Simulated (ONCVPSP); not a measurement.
**Au (Z = 79): excitation energies, all-electron against ONCV**

```
Element                 : Au
Generator               : ONCVPSP 4.0.1
Type                    : optimised norm-conserving Vanderbilt (ONCV)
Functional              : PBE
Relativity              : scalar-relativistic
Frozen core             : [Kr] 4d10 4f14
Valence charge          : 19
Reference configuration : 5s2 5p6 5d10 6s0.5 (charge +0.5)
Partial waves           : 5s+6s: rc 1.45 bohr, ncon 4, nbas 7, qcut 9.3 1/bohr, 2 projectors; 5p: rc 1.65 bohr, ncon 4, nbas 9, qcut 7.8 1/bohr, 1 projector; 5d: rc 2.35 bohr, ncon 5, nbas 9, qcut 6.7 1/bohr, 3 projectors, debl 0.6 Ha
Local potential         : polynomial inside 1.05 bohr (lpopt 3, dvloc0 0 Ha)
Core correction         : Teter function, fcfact 5.5, rcfact 1.25
```

Energies are relative to the spin-unpolarised reference configuration 5s2 5p6 5d10 6s0.5; without spin polarisation the order of configurations can differ from experiment.

Give the all-electron excitation energy and the error of the potential for: 5s2 5p6 5d10 6s1; 5s2 5p6 5d10 6s0; 5s2 5p6 5d9 6s0; 5s2 5p6 5d8 6s0.

```tsv
valence configuration	charge	ΔE all-electron (eV)	error AE − PS (meV)
5s2 5p6 5d10 6s1	0	-3.773	+1.6
5s2 5p6 5d10 6s0	+1	5.636	-1.9
5s2 5p6 5d9 6s0	+2	26.845	-2.6
5s2 5p6 5d8 6s0	+3	60.722	+12
```
